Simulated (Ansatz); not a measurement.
Gas-phase electronic energies from Ansatz, PBE0-D4/def2-TZVP geometries. CCSD(T)/CBS is the MP2 limit (def2-TZVPP, def2-QZVPP) plus CCSD(T) − MP2 in def2-TZVPP, frozen cores. Functionals use def2-TZVPP. B3LYP here is the variant with VWN-RPA as its local correlation; programs differ in this. def2 core potentials past Kr. For In, W outer-core shells are correlated without core-valence functions, which leaves a few kJ/mol of doubt a bond. One conformer a species, not always the lowest.

Consider the redistribution: `C[O][In]([SH])[SH]` + `[NH]=[W](=[NH])([NH2])[Cl]` → `[NH2][In]([SH])[SH]` + `C[O][W](=[NH])(=[NH])[Cl]`.

`C[O][In]([SH])[SH]`:

Cartesian coordinates in Å:
```
C -1.391 -0.038 0.929
O -0.037 -0.402 0.912
In 1.127 -0.018 -0.645
S 3.366 -0.731 -0.421
S 0.179 1.088 -2.517
H -1.544 1.046 0.831
H -1.819 -0.342 1.890
H -1.976 -0.533 0.140
H 3.124 -1.220 0.809
H -1.029 1.151 -1.928
```

`[NH]=[W](=[NH])([NH2])[Cl]`:

```xyz
9

N    -1.290   -1.178    0.233
W     0.242   -0.392   -0.062
N     1.067    0.095    1.400
N    -0.144    1.232   -1.052
Cl    1.600   -1.834   -1.234
H    -2.034   -1.576    0.785
H     1.214    0.176    2.394
H     0.344    2.101   -0.898
H    -1.000    1.375   -1.565
```

`[NH2][In]([SH])[SH]`:

Z-matrix (Å, degrees):
```
N
In 1 2.012
H 1 1.010 2 116.8
H 1 1.010 2 116.8 3 -132.0
S 2 2.381 1 119.1 3 158.8
S 2 2.381 1 119.1 3 -26.7
H 5 1.343 2 93.6 1 176.3
H 6 1.343 2 93.6 1 -176.0
```

`C[O][W](=[NH])(=[NH])[Cl]`:

Z-matrix (Å, degrees):
```
C
W 1 3.046
O 1 1.404 2 24.9
H 1 1.093 2 124.9 3 54.9
H 1 1.094 2 87.0 3 166.4
H 1 1.094 2 114.6 3 -83.7
N 2 1.745 1 117.2 3 66.6
N 2 1.747 1 89.1 3 179.8
Cl 2 2.295 1 120.4 3 -69.4
H 7 1.007 2 159.9 1 99.6
H 8 1.009 2 152.9 1 -123.2
```

```
                     species  B3LYP-D4 energy (Eh)
        `C[O][In]([SH])[SH]`           -1103.12411
`[NH]=[W](=[NH])([NH2])[Cl]`            -694.25578
       `[NH2][In]([SH])[SH]`           -1043.92500
 `C[O][W](=[NH])(=[NH])[Cl]`            -753.46026
```

Question: Work out ΔE.

Answer: ΔE = (-1043.92500) + (-753.46026) − (-1103.12411) − (-694.25578) = -0.00537 Eh = -0.15 eV. CCSD(T)/CBS gives -0.11 eV.

Largest T1 diagnostic among the species: 0.020.

Leaving LDA and LC-ωPBE aside and taking each functional with its dispersion term where it has one, the values, not all of them listed here, spread over 0.05 eV, from CAM-B3LYP-D4 to revPBE-D4.
